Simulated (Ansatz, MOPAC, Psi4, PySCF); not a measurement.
Molecule: C$_{2}$H$_{6}$O$_{3}$Si, net charge 0, singlet state. SMILES: C=C[Si](O)(O)O
Geometry from a B3LYP-D3(BJ)/def2-TZVP (Ansatz, an electronic-structure program) optimisation:
```
Si
O 1 1.6377
H 2 0.9611 1 117.51
O 1 1.6413 2 107.22 3 -41.25
H 4 0.9604 1 117.47 2 156.69
O 1 1.6481 2 114.07 3 74.78
H 6 0.9603 1 117.82 2 60.03
C 1 1.8493 2 105.74 3 -163.41
C 8 1.3318 1 123.73 2 -136.78
H 9 1.0849 8 122.38 1 -179.07
H 9 1.0850 10 115.91 8 -179.69
H 8 1.0874 9 118.09 10 0.04
```
Charge 0, spin multiplicity 1.

Wanted: vertical ionisation energy to the doublet, in eV. Terms: six Cartesian d functions in 6-31G* and its kin unless marked 5d; dispersion terms only where a functional's name holds one; frozen cores in correlated levels; UHF or UKS for open shells; spin-orbit terms left out; non-relativistic; 6-311+G** with 5d, 6d on Na to Ar in Ansatz; each state is the SCF solution reached for its charge and spin. Ab initio and DFT rows: single points at B3LYP-D3(BJ) geometries (Ansatz). Semi-empirical rows: differences of heats of formation at the shared geometry for vertical values.

```json
[
 {"level": "AM1", "program": "MOPAC", "vertical ionisation energy to the doublet (eV)": "10.16"},
 {"level": "HF/6-31G*", "program": "Ansatz", "vertical ionisation energy to the doublet (eV)": "8.90"},
 {"level": "HF/6-311+G**", "program": "Ansatz", "vertical ionisation energy to the doublet (eV)": "9.07"},
 {"level": "B3LYP/6-31G*", "program": "Ansatz", "vertical ionisation energy to the doublet (eV)": "9.97"},
 {"level": "M06-2X/6-31G* (5d)", "program": "PySCF", "vertical ionisation energy to the doublet (eV)": "10.24"},
 {"level": "wB97X-D/6-31G*", "program": "Psi4", "vertical ionisation energy to the doublet (eV)": "10.76"},
 {"level": "MP2/6-311+G**", "program": "Ansatz", "vertical ionisation energy to the doublet (eV)": "10.61"},
 {"level": "B3LYP/def2-TZVPD", "program": "Ansatz", "vertical ionisation energy to the doublet (eV)": "10.24"},
 {"level": "PBE0/def2-TZVPD", "program": "Ansatz", "vertical ionisation energy to the doublet (eV)": "10.25"}
]
```

No value to compare with is used here. The 7 habitual levels span 8.90 (HF/6-31G*) to 10.76 eV (wB97X-D/6-31G*); B3LYP/def2-TZVPD gives 10.24.

The levels are drawn from those run, B3LYP/6-31G* more often than the rest, none by its result; left out are runs that failed, that the program found above a lower state of the same kind, or whose <S^2> lies over 0.5 above the pure value.
